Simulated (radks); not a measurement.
Dy61+, 5 electrons, occupied as [He] 2s2 2p1 (the NIST ground configuration). Method: scalar-relativistic Kohn-Sham, PBEsol, spin-polarised, spherical densities, finite nucleus; open shells are filled with parallel spins first (spin-orbit coupling, left out, can overturn this in heavy ions); Fermi nuclear charge, rms radius 5.2218 fm; computed with a radial shooting solver on a logarithmic mesh with Libxc functionals. Some entries of the table are withheld. Estimate them.

orbital,occ.,eigenvalue (hartree),<r> (bohr),<r^2> (bohr^2)
1s up,1,-2213.770,(1),0.0006052
1s down,1,-2213.040,(2),0.0006047
2s up,1,-536.0779,0.08600,(3)
2s down,1,-534.7644,0.08610,(4)
2p up,1,(5),0.07521,0.006848
2p down,0,(6),0.07532,0.006869

Answer. 
(1) 1s up <r> (bohr): 0.02106
(2) 1s down <r> (bohr): 0.02105
(3) 2s up <r^2> (bohr^2): 0.008700
(4) 2s down <r^2> (bohr^2): 0.008720
(5) 2p up eigenvalue (hartree): -504.8865
(6) 2p down eigenvalue (hartree): -503.3174
